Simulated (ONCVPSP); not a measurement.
# An all-electron radial function and its pseudo partner (Pt)

Columns: radius, all-electron u(r) and pseudo u(r) of the 5p shell (level -56.59 eV) of platinum in the configuration [Kr] 4d10 4f14 5s2 5p6 5d9 6s0.75 6p0.25; PBE, scalar-relativistic, ONCV scheme, ONCVPSP 4.0.1.

```csv
r (bohr),all-electron,pseudo
0.090,0.1703,0.0127
0.180,0.2445,0.0529
0.270,-0.3848,0.1250
0.360,-0.5938,0.2327
0.450,-0.3517,0.3743
0.540,0.0698,0.5398
0.630,0.4791,0.7121
0.720,0.7924,0.8699
0.810,0.9931,0.9940
0.900,1.0937,1.0711
0.990,1.1171,1.0968
1.080,1.0863,1.0752
1.170,1.0210,1.0169
1.260,0.9363,0.9353
1.350,0.8431,0.8429
1.440,0.7487,0.7485
1.530,0.6578,0.6576
1.620,0.5731,0.5730
1.710,0.4959,0.4958
1.800,0.4268,0.4267
1.890,0.3658,0.3657
1.980,0.3123,0.3122
2.070,0.2659,0.2658
2.160,0.2258,0.2257
2.250,0.1913,0.1913
2.340,0.1618,0.1618
```

Problem. How many radial nodes do the two functions have?

Solution. The all-electron 5p function has n − l − 1 = 3 (the table is too coarse to show those close to the nucleus); the pseudo-wave has 0, since the states of the same l below it are removed with the core.

Problem. At about which radius was the pseudo-wave matched?

Solution. 1.55 bohr. The columns agree to 0.0005 from 1.35 bohr on; several derivatives are matched, so the curves merge somewhat inside the radius.

Problem. Is the pseudo-wave norm-conserving?

Solution. Yes: the ONCV scheme keeps the norm inside the radius equal to the all-electron one, which fixes the energy derivative of the logarithmic derivative at the level.
